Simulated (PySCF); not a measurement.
# How the method moves the HOMO and LUMO of `CC#CC[SiH3]`

Compound: C4H8Si.
SMILES with atom numbers: `[CH3:1][C:2]#[C:3][CH2:4][SiH3:5]` (hydrogens: H6, H7, H8 on C1; H9, H10 on C4; H11, H12, H13 on Si5)

Geometry (PBE0-D3(BJ)/def2-SVP, Å), atoms numbered from 1 in this order:
```xyz
13
C4H8Si angstrom
C      2.7598    0.6959   -0.2307
C      1.4823    0.1006    0.1281
C      0.4225   -0.4042    0.4349
C     -0.8746   -0.9591    0.7774
Si    -2.2776    0.2272    0.2972
H      3.2098    1.2167    0.6292
H      2.6459    1.4312   -1.0430
H      3.4766   -0.0684   -0.5695
H     -1.0404   -1.9217    0.2628
H     -0.9444   -1.1655    1.8595
H     -3.5950   -0.3691    0.6822
H     -2.1043    1.5283    1.0079
H     -2.2607    0.4617   -1.1767
```

Basis pcSseg-2 throughout (PySCF), one geometry. Isolated species at its PBE0-D3(BJ)/def2-SVP geometry, gas phase.

How do the orbital energies, the gap and the dipole change with the method?

```
method           kind  HOMO (eV)  LUMO (eV)  gap (eV)  μ (D)  SCF cycles
  BLYP            GGA      -5.67      -0.36      5.31   0.55          15
 B97-D            GGA      -5.78      -0.29      5.49   0.56          15
  OPBE            GGA      -5.79      -0.27      5.51   0.57          16
   PBE            GGA      -5.82      -0.42      5.40   0.57          15
   KT2            GGA      -5.83      -0.48      5.35   0.54          15
   KT3            GGA      -5.85      -0.52      5.32   0.53          16
  BP86            GGA      -5.91      -0.35      5.55   0.57          16
   LDA            LDA      -5.96      -0.58      5.38   0.57          15
 B3LYP  global hybrid      -6.75       0.05      6.80   0.51          14
    HF   Hartree–Fock      -9.55       2.54     12.09   0.43          11
```

The HOMO spans 3.88 eV, from BLYP down to HF, and the gap runs from 5.31 eV (BLYP) to 12.09 eV (HF). Over the methods BLYP (0 %), B97-D (0 %), OPBE (0 %), PBE (0 %), KT2 (0 %), KT3 (0 %), BP86 (0 %), LDA (0 %), B3LYP (20 %), HF (100 %), a straight line through the gap against the share of exact exchange rises by 0.67 eV for each 10 % (correlation coefficient 0.999). The dipole ranges from 0.43 D (HF) to 0.57 D (OPBE). This basis has no diffuse functions.
